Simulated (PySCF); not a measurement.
Delta-SCF ions had no search for a lower state. Excitations are Tamm–Dancoff values on a coarser integration grid. The basis has no diffuse functions, so Rydberg states are missing or too high.

Z-matrix (Å, degrees):
```
C
C 1 1.3448
O 1 1.3520 2 122.26
H 3 0.9592 1 109.96 2 -179.97
H 2 1.0851 1 123.08 3 0.01
C 2 1.4664 5 121.40 1 179.99
C 6 1.3466 2 119.19 5 -179.99
H 7 1.0808 6 122.82 2 180.00
H 6 1.0877 7 122.35 8 0.00
Si 7 1.8454 8 131.18 6 -179.99
H 10 1.4890 7 116.12 8 -64.22
H 10 1.4890 11 107.91 1 123.18
```
Charge 0, spin multiplicity 1.

### Question
Give the vertical ionisation energy (Delta-SCF), T1 excitation (TDA) and S1 excitation (TDA) at the level PySCF with PBE0-D4/def2-TZVP.

### Answer

The vertical ionisation energy (Delta-SCF) is 8.02 eV, the T1 excitation (TDA) is 2.41 eV and the S1 excitation (TDA) is 4.19 eV.
